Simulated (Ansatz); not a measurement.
Ansatz (a first-principles code) input (r2SCAN/def2-TZVP):

Ansatz 0.2 input:
```yaml
crystal:
  periodic: [false, false, false]
  atoms:
    - {symbol: Cr, position_ang: [-0.60292031, -0.56638228, -0.59197956]}
    - {symbol: O, position_ang: [1.45639411, 0.99759732, 1.25957913]}
    - {symbol: C, position_ang: [0.46982244, 0.93539937, 0.68847937]}
basis:
  gaussian:
    orbitals: def2-TZVP
hamiltonian:
  xc: {name: r2SCAN}
magnetization: {spin_polarized: true, initial_magnetization: 6}
relax: {f_tol: 0.003, max_steps: 100}
```

End of the output:

```
relax step   4: F+E_penalty+E_count = -31503.43380909 eV  Δ(F+E_penalty+E_count) = -4.707e-4 eV  max|allowed force component| = 4.202e-2 eV/Å  Δτ_max = 0.0090 Å  (41 SCF iters, accepted)
these checks for a lower state are left out or cut short: starts, cluster_reference, orbital_swaps, neighbouring_geometries, increment
integrals: 0.03 GiB planned
760 factors; their error is unknown
mean field: 0.36 GiB planned
mean field -31503.43388812 eV, -1157.7298415940 hartree, gradient 2.6e-5 eV, S^2 12.004890; 0 other end points of the search recorded, 0 dependent functions left out
the calculation of the forces begins
reference -31503.43390973 eV, -1157.7298423882 hartree; 22, 16 occupied and 85, 91 virtual orbitals, 760 factors
relax step   5: F+E_penalty+E_count = -31503.43388812 eV  Δ(F+E_penalty+E_count) = -7.903e-5 eV  max|allowed force component| = 1.280e-2 eV/Å  Δτ_max = 0.0058 Å  (39 SCF iters, accepted)
these checks for a lower state are left out or cut short: starts, cluster_reference, orbital_swaps, neighbouring_geometries, increment
integrals: 0.03 GiB planned
760 factors; their error is unknown
mean field: 0.36 GiB planned
mean field -31503.43388945 eV, -1157.7298416428 hartree, gradient 3.8e-5 eV, S^2 12.004893; 0 other end points of the search recorded, 0 dependent functions left out
the calculation of the forces begins
reference -31503.43391106 eV, -1157.7298424371 hartree; 22, 16 occupied and 85, 91 virtual orbitals, 760 factors
relax step   6: F+E_penalty+E_count = -31503.43388945 eV  Δ(F+E_penalty+E_count) = -1.330e-6 eV  max|allowed force component| = 2.365e-4 eV/Å  Δτ_max = 0.0002 Å  (28 SCF iters, accepted)
integrals: 0.03 GiB planned
760 factors; their error is unknown
mean field: 0.36 GiB planned
mean field evaluation 96: about -31503.4449 eV, gradient 1.6e-1 eV
mean field evaluation 128: about -31502.6140 eV, gradient 2.6e0 eV
mean field -31503.43388945 eV, -1157.7298416428 hartree, gradient 3.8e-5 eV, S^2 12.004893; 5 other end points of the search recorded, 0 dependent functions left out
the calculation of the forces begins
reference -31503.43391106 eV, -1157.7298424371 hartree; 22, 16 occupied and 85, 91 virtual orbitals, 760 factors
Total energy: -31503.43391106 eV, -1157.7298424371 hartree
Atom 0 at    -0.583755    -0.532487    -0.565854 Å, force     0.000016     0.000012     0.000015 eV/Å
Atom 1 at     1.442954     1.004385     1.255310 Å, force    -0.000236    -0.000036    -0.000147 eV/Å
Atom 2 at     0.464097     0.894716     0.666623 Å, force     0.000220     0.000024     0.000132 eV/Å
Dipole moment:    -0.136647     0.027348    -0.062564 e Å
```

The spin state was set by rule; other spins were not relaxed.
